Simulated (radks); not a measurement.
Problem. Coherent X-ray form factor from a spherical all-electron density. Calculated with a radial shooting solver on a logarithmic mesh with Libxc functionals: scalar-relativistic Kohn-Sham, SOGGA, spin-polarised, spherical densities, finite nucleus; Fermi nuclear charge, rms radius of each element as measured or else 0.836 A^(1/3) + 0.57 fm.

| sin(theta)/lambda (1/angstrom) | f0 (electrons) |
|---|---|
| 0.05 | 74.387 |
| 0.1 | 72.634 |
| 0.15 | 69.971 |
| 0.2 | 66.703 |
| 0.25 | 63.136 |
| 0.3 | 59.520 |
| 0.4 | 52.755 |
| 0.5 | 46.992 |
| 0.6 | 42.176 |
| 0.8 | 34.498 |
| 1 | 28.474 |
| 1.25 | 22.774 |
| 1.5 | 18.910 |
| 2 | 14.700 |

The species is in the configuration that NIST lists as its ground one. Which atom or ion scatters so?

Solution. The gold ion Au4+, [Xe] 4f14 5d7. Extrapolating in s^2 from the first two rows gives f0(0) = 75.0, near the electron count 75; among species with that count, the fall with angle is slower the higher Z, and the table is that of Z = 79; from so few rows the species is fixed only to a neighbour or two.
